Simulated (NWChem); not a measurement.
Molecule: SiH2O2, singlet; SMILES O[Si]O

```xyz
5

Si     0.6261     0.0205     0.0000
O     -0.4115     1.3174     0.0000
H     -1.3550     1.1039     0.0000
O     -0.5185    -1.2095     0.0000
H     -0.1674    -2.1067     0.0000
```
Atoms are numbered in this order, from 1.

Results from NWChem. Pople sets run with spherical d functions. Low-valent species are run as closed-shell singlets; no triplet was tried in these runs. Coordinates come from a PBE0/def2-SVP optimisation. Level: B3LYP/6-31G* with SMD (1 M gas to 1 M solution), gas-phase geometry. Reactions with the solvent are ignored.

Question: Among these, which solvent gives the highest value of “cavity-dispersion-structure term (kcal/mol)”?
A. water
B. acetonitrile
C. ethylene glycol
D. chloroform

Answer: C, ethylene glycol. Values: acetonitrile -0.9; chloroform -0.7; water 1.3; ethylene glycol 2.4
